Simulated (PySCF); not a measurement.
Compound: C₄HBrO₂.
Numbering: `[O:1]=[c:2]1[cH:3][c:4]([Br:5])[c:6]1=[O:7]` (hydrogens: H8 on C3)

Computed with CAM-B3LYP/def2-SV(P) geometry optimisation, gas phase (PySCF).

Q: What internal coordinates does the optimisation give?

A: 
| bond | length (Å) |
| --- | --- |
| O1=C2 | 1.189 |
| C2–C3 | 1.504 |
| C3–C4 | 1.353 |
| C4–Br5 | 1.839 |
| C4–C6 | 1.518 |
| C6=O7 | 1.185 |
| C2–C6 | 1.571 |
| C3–H8 | 1.090 |

A selection of angles:
| angle | degrees |
| --- | --- |
| O1–C2–C3 | 136.5 |
| O1–C2–C6 | 136.6 |
| C3–C2–C6 | 86.9 |
| C2–C3–C4 | 93.6 |
| C2–C3–H8 | 133.2 |
| C4–C3–H8 | 133.2 |
| C3–C4–Br5 | 134.3 |
| C3–C4–C6 | 94.7 |
| Br5–C4–C6 | 131.0 |
| C4–C6–O7 | 136.2 |
| C2–C6–C4 | 84.9 |
| C2–C6–O7 | 138.9 |

The 7 heavy atoms lie in one plane (0.001 Å rms). The 4 C–C bonds span 1.353 Å (C3–C4, drawn aromatic) to 1.571 Å (C2–C6, drawn aromatic), a spread of 0.218 Å. The 4-membered ring C2–C3–C4–C6 has internal angles of 84.9° to 94.7° (sum 360°, against 360° for a flat polygon); it is planar, 0.00 Å rms from its mean plane, widest ring torsion 0°.

Point group: Cs (tolerance 0.08 Å). Stationary, but not proved a minimum.

The run took 41 s on one thread, AMD EPYC 9R14 (x86_64), no GPU, shared host with 192 logical CPUs at a one-minute load of 52, and the process peaked at 0.62 GiB of memory. This is the geometry optimisation.
